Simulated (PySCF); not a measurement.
## Dipole response of P (phosphorus, neutral)

[Ne] 3s2 3p3, high-spin 4S determinant. Computed with PySCF 2.14 in aug-cc-pVTZ-DK, with scalar relativity by spin-free X2C-1e. Coupled (time-dependent) response in atomic units; α is the mean over directions.

```csv
method,mean α (bohr³),C₆ (like pair),S(−4)
UHF,25.37,188.1,192.0
PBE,27.30,204.7,245.7
PBE0,26.27,195.4,217.3
BHandHLYP,25.79,190.6,206.6
PBEsol,27.52,207.1,248.9
```

S(−4) is the Cauchy moment in α(ω) = α(0) + S(−4) ω² + …

Reference α: 25 ± 1 bohr³ (recommended; Schwerdtfeger and Nagle, table of static dipole polarizabilities (2023 update)). Published C₆: 185.0 (Chu and Dalgarno (2004); Tang, Norbeck and Certain (1976)).

α(iu) at PBEsol:

```json
{"u (hartree)": "0", "α(iu) (bohr³)": "27.52"}
{"u (hartree)": "0.0500", "α(iu) (bohr³)": "26.92"}
{"u (hartree)": "0.100", "α(iu) (bohr³)": "25.30"}
{"u (hartree)": "0.200", "α(iu) (bohr³)": "20.66"}
{"u (hartree)": "0.300", "α(iu) (bohr³)": "16.13"}
{"u (hartree)": "0.500", "α(iu) (bohr³)": "9.815"}
{"u (hartree)": "0.750", "α(iu) (bohr³)": "5.733"}
{"u (hartree)": "1.00", "α(iu) (bohr³)": "3.681"}
{"u (hartree)": "1.50", "α(iu) (bohr³)": "1.860"}
{"u (hartree)": "2.00", "α(iu) (bohr³)": "1.120"}
{"u (hartree)": "3.00", "α(iu) (bohr³)": "0.5423"}
{"u (hartree)": "5.00", "α(iu) (bohr³)": "0.2182"}
```

A single London oscillator, α(iu) = α/(1 + u²/ω²), gives C₆ = (3/4) ω α². Matching the computed C₆ needs ω = 4 × 207.1 / (3 × 27.52²) = 0.365 hartree.
